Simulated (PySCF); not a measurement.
**Ionisation energy along the 7-electron series**

Calculated with PySCF 2.14 and a two-component X2C-1e Hamiltonian (Gaussian nucleus, no Breit or QED terms), each ion in its own even-tempered basis scaled to its charge; GMP2 freezes nothing and drops the highest virtual spinors. Values in eV. NIST values: (m) measured, (s) semi-empirical, (t) theoretical.

```json
{"ion": "Xe⁴⁷⁺", "configuration": "[He] 2s2 2p3", "GHF (spin-free)": "8527.9", "GMP2 (spin-free)": "8527.7", "GHF (screened spin-orbit)": "8387.9", "GMP2 (screened spin-orbit)": "8387.5", "NIST": "8382 ± 4 (t)"}
{"ion": "Cs⁴⁸⁺", "configuration": "[He] 2s2 2p3", "GHF (spin-free)": "8882.5", "GMP2 (spin-free)": "8882.3", "GHF (screened spin-orbit)": "8732.8", "GMP2 (screened spin-orbit)": "8732.4", "NIST": "8726 ± 4 (t)"}
{"ion": "Ba⁴⁹⁺", "configuration": "[He] 2s2 2p3", "GHF (spin-free)": "9244.8", "GMP2 (spin-free)": "9244.6", "GHF (screened spin-orbit)": "9084.7", "GMP2 (screened spin-orbit)": "9084.3", "NIST": "9077 ± 4 (t)"}
```

Between Z = 54 and Z = 56 the GMP2 (screened spin-orbit) value grows as Z to the power 2.19.
